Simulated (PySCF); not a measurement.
## Co (cobalt, neutral) across methods

[Ar] 3d8 4s1, high-spin 4F determinant (an excited configuration). Calculation: PySCF 2.14, in aug-cc-pVDZ; the non-relativistic Hamiltonian (point nucleus). The B2PLYP total includes its PT2 part (frozen core); its orbital energies are those of the SCF part.

```
method  E (hartree)  mean ε 3d α (eV)  mean ε 4s α (eV)  mean ε 3d β (eV)  Σ⟨r²⟩ (bohr²)   ⟨S²⟩
  PBE0    -1382.513            -6.921            -5.221            -5.163          33.75  3.751
  MN15    -1382.881            -8.139            -5.724            -6.233          34.45  3.758
 B3LYP    -1382.788            -6.581            -5.158            -4.964          33.81  3.752
   UHF  -1381.36354           -12.668            -6.326           -10.258          34.36  3.752
PBEsol    -1381.277            -4.995            -4.755            -3.320          34.02  3.750
   LDA    -1380.172            -5.217            -4.911            -3.488          33.90  3.751
   PBE    -1382.504            -4.975            -4.720            -3.395          34.19  3.750
B2PLYP    -1382.456            -8.981            -5.605            -7.038          33.79  3.752
r2SCAN    -1382.727            -5.041            -4.981            -3.483          33.58  3.751
```
